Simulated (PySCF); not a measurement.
HO2 (SMILES [O]O), doublet, geometry from GFN2-xTB; PySCF with R2SCAN/def2-SVP.

PySCF was given this input:
```python
from pyscf import gto, scf, dft

mol = gto.M(
    atom='''
O     0.067350    0.705452   -0.040791
O     0.028328   -0.596001   -0.020358
H    -0.765423   -0.875604    0.489191
''',
    basis='def2-svp',
    charge=0,
    spin=1,
    verbose=4,
)

mf = dft.UKS(mol)
mf.xc = 'r2scan'
mf.diis_space = 20
mf.kernel()
```

Output, abridged:

```
PySCF version 2.14.0

[INPUT] verbose = 4
[INPUT] num. atoms = 3
[INPUT] num. electrons = 17
[INPUT] charge = 0
[INPUT] spin (= nelec alpha-beta = 2S) = 1
[INPUT] symmetry False subgroup None
[INPUT] Mole.unit = angstrom
[INPUT] Symbol           X                Y                Z      unit          X                Y                Z       unit  Magmom
[INPUT]  1 O      0.067350000000   0.705452000000  -0.040791000000 AA    0.127273054489   1.333111074027  -0.077083818347 Bohr   0.0
[INPUT]  2 O      0.028328000000  -0.596001000000  -0.020358000000 AA    0.053532161657  -1.126278659967  -0.038471044444 Bohr   0.0
[INPUT]  3 H     -0.765423000000  -0.875604000000   0.489191000000 AA   -1.446439839443  -1.654651753574   0.924437012602 Bohr   0.0

nuclear repulsion = 32.5822273001125
number of shells = 15
number of NR pGTOs = 55
number of NR cGTOs = 33
basis = def2-svp
ecp = {}

******** <class 'pyscf.dft.uks.UKS'> ********
method = UKS
initial guess = minao
damping factor = 0
level_shift factor = 0
DIIS = <class 'pyscf.scf.diis.CDIIS'>
diis_start_cycle = 1
diis_space = 20
diis_damp = 0
SCF conv_tol = 1e-09
SCF conv_tol_grad = None
SCF max_cycles = 50
direct_scf = True
direct_scf_tol = 1e-13
number electrons alpha = 9  beta = 8
XC library pyscf.dft.libxc version 7.1.2
    S. Lehtola, C. Steigemann, M. J. T. Oliveira, and M. A. L. Marques,  SoftwareX 7, 1–5 (2018)
XC functionals = r2scan
    J. W. Furness, A. D. Kaplan, J. Ning, J. P. Perdew, and J. Sun,  J. Phys. Chem. Lett. 11, 8208–8215 (2020)
    J. W. Furness, A. D. Kaplan, J. Ning, J. P. Perdew, and J. Sun,  J. Phys. Chem. Lett. 11, 9248–9248 (2020)
    J. W. Furness, A. D. Kaplan, J. Ning, J. P. Perdew, and J. Sun,  J. Phys. Chem. Lett. 11, 8208–8215 (2020)
    J. W. Furness, A. D. Kaplan, J. Ning, J. P. Perdew, and J. Sun,  J. Phys. Chem. Lett. 11, 9248–9248 (2020)
radial grids:
    Treutler-Ahlrichs [JCP 102, 346 (1995); DOI:10.1063/1.469408] (M4) radial grids

becke partition: Becke, JCP 88, 2547 (1988); DOI:10.1063/1.454033
pruning grids: <function nwchem_prune>
grids dens level: 3
symmetrized grids: False
atomic radii adjust function: <function treutler_atomic_radii_adjust>
small_rho_cutoff = 0
Set gradient conv threshold to 3.16228e-05
tot grids = 37976
init E= -150.869959512175

cycle= 1 E= -150.673180802541  delta_E= 0.197  |g|= 0.286  |ddm|= 1.32
cycle= 2 E= -150.63467130015  delta_E= 0.0385  |g|= 0.429  |ddm|= 0.597
cycle= 3 E= -150.703645258815  delta_E= -0.069  |g|= 0.147  |ddm|= 0.389
cycle= 4 E= -150.711134121346  delta_E= -0.00749  |g|= 0.0464  |ddm|= 0.114
cycle= 5 E= -150.711891281527  delta_E= -0.000757  |g|= 0.00944  |ddm|= 0.0287
cycle= 6 E= -150.71192718559  delta_E= -3.59e-05  |g|= 0.00206  |ddm|= 0.00698
cycle= 7 E= -150.711929321968  delta_E= -2.14e-06  |g|= 0.000223  |ddm|= 0.00222
cycle= 8 E= -150.711929362706  delta_E= -4.07e-08  |g|= 5.22e-05  |ddm|= 0.000317
cycle= 9 E= -150.711929365783  delta_E= -3.08e-09  |g|= 1.15e-05  |ddm|= 0.000104
cycle= 10 E= -150.711929365933  delta_E= -1.5e-10  |g|= 2.27e-06  |ddm|= 2.5e-05
Extra cycle  E= -150.711929365938  delta_E= -4.26e-12  |g|= 1.55e-06  |ddm|= 4.16e-06
converged SCF energy = -150.711929365938  <S^2> = 0.75321699  2S+1 = 2.0032144
```
